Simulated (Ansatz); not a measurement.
A nudged elastic band was laid between two geometries of BrH + Cl3H2NTi (9 atoms, charge 0, multiplicity 1).

Level of theory: Ansatz, RKS PBE/def2-SVP.

| Property | Result |
| --- | --- |
| movable images | 9 |
| climbing image | yes |
| spring | 5.0 eV/Å² |
| optimiser | quadratic models (default) |
| start path | through a guess of the saddle point |
| force threshold | 0.2 eV/Å |
| iteration limit | 60 |
| end points | relaxed |

First end point:

```xyz
9
Properties=species:S:1:pos:R:3
Ti -0.129 0.248 -0.016
N 0.084 -0.092 1.822
H -0.694 -0.425 2.408
H 0.753 0.440 2.398
Cl 1.878 0.480 -0.839
Cl -1.259 2.112 -0.250
Cl -1.271 -1.426 -0.827
Br 1.796 -2.970 2.319
H 1.065 -1.738 1.988
```

Last end point:

```xyz
9
Properties=species:S:1:pos:R:3
Ti 0.633 -0.231 0.076
N -0.286 -0.543 2.170
H -1.262 -0.217 2.191
H 0.234 -0.019 2.888
Cl 1.538 0.072 -1.914
Cl 0.110 1.884 0.519
Cl -1.017 -1.596 -0.511
Br 2.552 -1.184 1.141
H -0.280 -1.536 2.442
```

Problem. Which bonds break or form, and what moves?

Solution. Bonds broken: Br8–H9. Bonds formed: Ti1–Br8, N2–H9. BrH + Cl3H2NTi becomes BrCl3H3NTi.

Problem. Give the energies along the band, and the barrier.

Solution. The forces met the threshold. The highest image is number 3 of 0 to 10, 0.161 eV above the first end and 1.468 eV above the last; the last end lies 1.306 eV below the first. The threshold of 0.2 eV/Å is loose, so the images may lie well off the minimum-energy path. The order of the stationary point at the top wasn't checked. The orbitals stay closed-shell, which can raise the energy where a bond breaks towards radicals; this wasn't checked here.

```tsv
image	path coordinate (Å)	energy (eV)	Br8–H9 (Å)	Ti1–Br8 (Å)	N2–H9 (Å)
0	0.00	0.000	1.47	4.42	1.92
1	0.46	0.008	1.47	4.15	1.91
2	0.93	0.058	1.49	3.75	1.78
3	1.39	0.161	1.60	3.34	1.47
4	1.96	-0.334	1.95	2.94	1.10
5	2.53	-0.918	2.26	2.57	1.04
6	3.10	-1.080	2.60	2.47	1.03
7	3.68	-1.115	2.70	2.45	1.03
8	4.25	-1.179	2.81	2.43	1.03
9	4.82	-1.261	2.95	2.41	1.03
10	5.39	-1.306	3.14	2.39	1.03
```

Problem. What is the geometry of the highest image?

Solution. 
```xyz
9
Properties=species:S:1:pos:R:3:forces:R:3
Ti 0.052 -0.027 0.112 -0.09 0.10 0.02
N 0.090 -0.141 2.067 0.07 -0.07 -0.10
H -0.803 -0.234 2.574 0.01 -0.01 0.00
H 0.719 0.480 2.597 -0.02 0.02 0.00
Cl 1.991 0.377 -0.796 0.01 -0.01 0.02
Cl -1.086 1.815 -0.242 0.04 -0.06 0.03
Cl -1.207 -1.582 -0.753 0.01 0.00 0.00
Br 1.661 -2.643 1.435 0.00 -0.02 0.02
H 0.807 -1.418 2.007 -0.02 0.04 0.01
```

The run took 3.3 min on 4 threads of Arm Neoverse V2, on a shared host, peak memory 0.28 GiB.
